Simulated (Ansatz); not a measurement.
Basis-set extrapolation for CH4AlFO2, SMILES `C[O][Al]([OH])[F]` (PBE0-D4/def2-TZVP geometry, frozen core, Ansatz 0.2.0). Multiplicity 1, RHF reference.

```
                      def2-TZVPP   def2-QZVPP
                 HF  -531.608212  -531.630386
    MP2 correlation    -0.975717    -1.056970
CCSD(T) correlation    -1.025014    -1.102233
```

Energies in hartree. Use E(X) = E(∞) + A·exp(−7.88·√X) for Hartree–Fock and E(X) = E(∞) + B·X^(−2.97) for correlation, with X = 3 and 4.

What is the CCSD(T) energy at the basis-set limit?

HF limit: -531.630386 + (-0.022174) × 0.13774 = -531.63344. Correlation limit: -1.102233 + (-0.077219) × 0.74074 = -1.15943. Total: -532.79287 hartree, 419.1 kJ/mol below CCSD(T)/def2-TZVPP.
